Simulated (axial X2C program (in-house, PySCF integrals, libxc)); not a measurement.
**Density and ELF of RuN⁻**

Calculated with an axial X2C code built on PySCF integrals. Spin-free means the one-electron spin-free X2C Hamiltonian. Basis: Ru dyall-acv3z [13s13p9d5f3g], N dyall-av3z [7s7p3d2f] (cores contracted in-house); Gaussian nuclei, density fitting, unrestricted open shells. Masses: Ru 101.904 u, N 14.003 u.

PBE0, scalar-relativistic, state M_S = 0, Λ = 0 (closed shell); Ru at z = 0, N at z = 1.556 Å.

The maps cover the half plane through the axis: z from -2.4 to 3.9 Å along the bond, ρ from 0.15 to 2.25 Å away from it (steps of 0.3 Å, the bottom row nearest the axis).

log10 of the density in e/bohr³:

digits 0 to 9 span -5.13 to 1.72 evenly
```
2233333333333222211000
2333334444333332221100
3333344444444333322110
3333444555444444332211
3334445555555554433221
3334456666656655543321
3344456777666666544322
3344567898767876554322
```

Electron localisation function (collinear form, no current term, damped to 0 at low density):

digits 0 to 9 span 0.00 to 1.00 evenly
```
2455555443210000000000
4666555443210000000000
6665444433211110000000
7654323332222333210000
7642112343235666542100
7641002575247788764200
7631015756457689886310
7531148162665619987410
```

The state is a single determinant with fixed occupations, the lowest that a limited PBE0 search found. The highest occupied level of some functionals is positive through self-interaction error; at Hartree–Fock it is bound.
